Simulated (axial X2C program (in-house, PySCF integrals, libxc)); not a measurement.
SnBr⁻: cheaper levels and CCSD(T), two-component

All values were computed with an in-house all-electron X2C program for linear molecules (integrals from PySCF). Two-component (2c) means X2C with spin–orbit coupling and atomic mean-field two-electron Coulomb and Gaunt terms. Basis: Sn dyall-acv3z [12s13p10d5f1g], Br dyall-acv3z [9s10p7d5f1g] (cores contracted in-house); Gaussian nuclei, density fitting, unrestricted open shells. Masses: Sn 119.902 u, Br 78.918 u.

State: Ω = 1 (⟨Sz⟩ = 1.00, ⟨Lz⟩ = 0.00 at HF); fragments Sn + Br-.

```
level  Re (Å)  ωe (cm⁻¹)
 PBE0   2.697      171.7
   HF   2.772      150.6
  MP2   2.723      169.2
 CCSD   2.735      165.2
 BP86   2.724      164.7
```

Correlated methods: 12 electrons correlated (number of frozen shells: Sn 4 s, 3 p, 2 d; Br 3 s, 2 p, 1 d), 336 virtual spin orbitals or spinors in MP2, 90 natural virtuals in coupled cluster.

CCSD(T), same Hamiltonian and basis:

Re = 2.734 Å, ωe = 166.8 cm⁻¹; T1 = 0.013 (Lee–Taylor normalisation).

Problem. Give the differences from CCSD(T) in the columns below.

Solution. 

```json
{"level": "PBE0", "ΔRe (Å)": "-0.037", "Δωe (cm⁻¹)": "4.9"}
{"level": "HF", "ΔRe (Å)": "0.038", "Δωe (cm⁻¹)": "-16.2"}
{"level": "MP2", "ΔRe (Å)": "-0.011", "Δωe (cm⁻¹)": "2.4"}
{"level": "CCSD", "ΔRe (Å)": "0.001", "Δωe (cm⁻¹)": "-1.6"}
{"level": "BP86", "ΔRe (Å)": "-0.010", "Δωe (cm⁻¹)": "-2.1"}
```

The state is a single determinant with fixed occupations, the lowest that a limited PBE0 search found. De is not given where an atomic determinant may have missed its ground term or J level, or where the truncated virtual space spoils (T). Density functionals use the spin component along the axis (collinear). Coupled cluster ran in a truncated set of natural virtual spinors; the MP2 energy of the rest was added. (T) has no such correction and the atoms are truncated less, which lowers De at CCSD(T) by a hundredth of an eV or more. PBE0 can misorder states that lie within some tenths of an eV, so this need not be the ground state of the molecule. The nearest other 2c determinant of the search, Ω = 0, lies 0.40 eV up at the distance of the search. The functionals have no current-density term, which raises determinants with orbital currents, atoms included. With several unpaired electrons one determinant need not be a pure state. Open-shell Ω = 0 determinants with evenly filled partner blocks cannot be reached by this program, so the Ω shown need not be the lowest component. This is the Ω = 1 component of a π² triplet; the 0⁺ component is not one determinant and can lie lowest. The highest occupied level of some functionals is positive through self-interaction error; at Hartree–Fock it is bound. With the outer-core shells frozen, correlated bond lengths of heavy atoms tend to come out a few hundredths of an ångström too long.
